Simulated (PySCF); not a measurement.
A structure optimised at PBE-D3(BJ)/def2-SVP, used in a PySCF frequency run:

```
Si
H 1 1.5050
H 1 1.5052 2 108.64
C 1 1.8908 2 111.49 3 123.87
H 4 1.1081 1 110.21 2 -179.67
H 4 1.1081 5 108.65 1 -121.90
H 4 1.1082 5 108.25 6 -117.86
Si 1 2.3327 2 107.27 3 -118.45
F 8 1.6387 1 113.91 2 53.13
O 8 1.6637 9 109.69 1 -122.46
H 10 0.9749 8 116.65 9 -65.17
Cl 8 2.0905 9 105.17 10 -118.08
```
Charge 0, spin multiplicity 1.

Task: Write its SMILES and formula.

Result: C[SiH2][Si@](O)(F)Cl, CH6ClFOSi2

Task: What are its rotational constants (standard atomic weights)?

Result: 2.1109, 1.2707, 1.0679 GHz
